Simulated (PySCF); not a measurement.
Compound: C4H7BSi.
Bonds: Si1–C2, C2–C3 (double), C3–B4, B4–C5, C5–C6 (double), C2–C6. Hydrogens: H7, H8, H9 on Si1; H10 on C3; H11 on B4; H12 on C5; H13 on C6.

Computed by this run: BHandHLYP/cc-pVDZ geometry optimisation, gas phase in PySCF 2.14.0; density fitting, grid level 1; the optimiser is geomeTRIC in internal coordinates, started from a GFN2-xTB structure.

Geometry at step 0:
```
atom  x, y, z in Å
Si1     2.1877    0.1180    0.0192
C2      0.3226   -0.0914    0.0239
C3     -0.3970   -1.2123    0.2154
B4     -1.9229   -0.8513    0.1168
C5     -1.8863    0.6950   -0.1656
C6     -0.6038    1.0633   -0.2072
H7      2.5571    1.1008    1.0441
H8      2.6048    0.6209   -1.2946
H9      2.8264   -1.1696    0.2931
H10     0.0705   -2.1666    0.4023
H11    -2.8493   -1.5506    0.2249
H12    -2.6992    1.3892   -0.3089
H13    -0.2149    2.0552   -0.3813
```

Task: What forces act on the atoms?

Result: 
```json
{"atom": "Si1", "Fx (eV/Å)": "-0.483", "Fy (eV/Å)": "-0.214", "Fz (eV/Å)": "0.025"}
{"atom": "C2", "Fx (eV/Å)": "0.171", "Fy (eV/Å)": "-0.467", "Fz (eV/Å)": "0.085"}
{"atom": "C3", "Fx (eV/Å)": "0.562", "Fy (eV/Å)": "-0.243", "Fz (eV/Å)": "0.064"}
{"atom": "B4", "Fx (eV/Å)": "0.652", "Fy (eV/Å)": "0.729", "Fz (eV/Å)": "-0.117"}
{"atom": "C5", "Fx (eV/Å)": "-0.340", "Fy (eV/Å)": "0.295", "Fz (eV/Å)": "-0.061"}
{"atom": "C6", "Fx (eV/Å)": "-0.369", "Fy (eV/Å)": "0.047", "Fz (eV/Å)": "-0.017"}
{"atom": "H7", "Fx (eV/Å)": "0.155", "Fy (eV/Å)": "0.276", "Fz (eV/Å)": "0.253"}
{"atom": "H8", "Fx (eV/Å)": "0.165", "Fy (eV/Å)": "0.163", "Fz (eV/Å)": "-0.334"}
{"atom": "H9", "Fx (eV/Å)": "0.220", "Fy (eV/Å)": "-0.345", "Fz (eV/Å)": "0.079"}
{"atom": "H10", "Fx (eV/Å)": "0.065", "Fy (eV/Å)": "-0.220", "Fz (eV/Å)": "0.038"}
{"atom": "H11", "Fx (eV/Å)": "-0.590", "Fy (eV/Å)": "-0.462", "Fz (eV/Å)": "0.071"}
{"atom": "H12", "Fx (eV/Å)": "-0.155", "Fy (eV/Å)": "0.131", "Fz (eV/Å)": "-0.029"}
{"atom": "H13", "Fx (eV/Å)": "-0.052", "Fy (eV/Å)": "0.309", "Fz (eV/Å)": "-0.058"}
```

The largest, 0.99 eV/Å, acts on B4; the rms over all components is 0.299 eV/Å. The forces sum to zero within rounding, as they must for an isolated molecule in no field.

Task: Give the force on B4 in Eh/bohr and in nN.

Result: 0.985 eV/Å ÷ 51.422 = 0.01916 Eh/bohr, and 0.985 eV/Å × 1.602 = 1.58 nN.

Task: How far is this geometry from the end of the optimisation?

Result: 0.059 eV above it, and 0.048 Å rms away after alignment. The bonds farthest from their final lengths, with half the difference of the two atoms' forces along the bond (positive lengthens):

```csv
bond,now (Å),final (Å),force along bond (eV/Å)
B4–H11,1.166,1.195,+0.86
C2–C6,1.498,1.523,+0.37
Si1–H7,1.467,1.488,+0.32
Si1–H8,1.467,1.488,+0.32
Si1–H9,1.463,1.484,+0.22
C3–B4,1.571,1.585,+0.07
```

The angle farthest from its final value is Si1–C2–C3, 128.7° against 126.1°.

Of the 6 listed bonds off by 0.010 Å or more, this force points towards the final length in 6.

What follows is the cost of the whole optimisation. Time: 31 s of wall time; peak memory 0.56 GiB. Hardware: Arm Neoverse V1, one thread, shared host.
